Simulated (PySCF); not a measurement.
Si(H)(Cl)(Et)(Vi), C₄H₉ClSi, SMILES Cl[SiH](CC)C=C, singlet, GFN2-xTB optimised geometry.

```
15

Si    -1.54    -0.36     0.00
Cl    -2.20    -1.25    -1.70
C     -2.23    -1.32     1.46
C     -1.54    -1.71     2.53
C      0.37    -0.36     0.00
C      0.97     0.34    -1.22
H     -2.06     1.02     0.00
H     -3.28    -1.58     1.42
H     -0.49    -1.49     2.63
H     -1.99    -2.27     3.33
H      0.74    -1.38     0.04
H      0.73     0.14     0.90
H      0.66     1.38    -1.26
H      2.06     0.31    -1.18
H      0.65    -0.14    -2.14
```

Density from B3LYP/def2-TZVP (PySCF) at that geometry.

Minimum of the electron density along straight lines between bonded atoms, close to the bond critical point (lines longer than 1.1 times the sum of covalent radii, or with two minima, are not listed):

```csv
bond,length / Å,ρ at the minimum / e bohr⁻³,∇²ρ there / e bohr⁻⁵,position (fraction from the first atom)
Si1–Cl2,2.031,(withheld),0.25,0.37
Si1–C3,1.885,0.122,0.17,0.39
C3–C4,1.324,0.358,-1.11,0.50
Si1–C5,1.905,0.121,0.11,0.39
C5–C6,1.526,0.242,(withheld),0.50
Si1–H7,1.467,0.127,(withheld),0.49
C3–H8,1.084,0.283,-0.99,0.64
C4–H9,1.078,0.290,-1.05,0.64
C4–H10,1.079,0.289,-1.04,0.64
C5–H11,1.092,0.276,-0.92,0.64
C5–H12,1.091,0.276,-0.92,0.63
C6–H13,1.088,0.281,-0.97,0.64
C6–H14,1.089,0.281,-0.96,0.64
C6–H15,1.087,0.282,-0.98,0.64
```

Q: Fill in the missing entries.

A: 
- Si1–Cl2, ρ at the minimum / e bohr⁻³: 0.102
- C5–C6, ∇²ρ there / e bohr⁻⁵: -0.58
- Si1–H7, ∇²ρ there / e bohr⁻⁵: 0.16
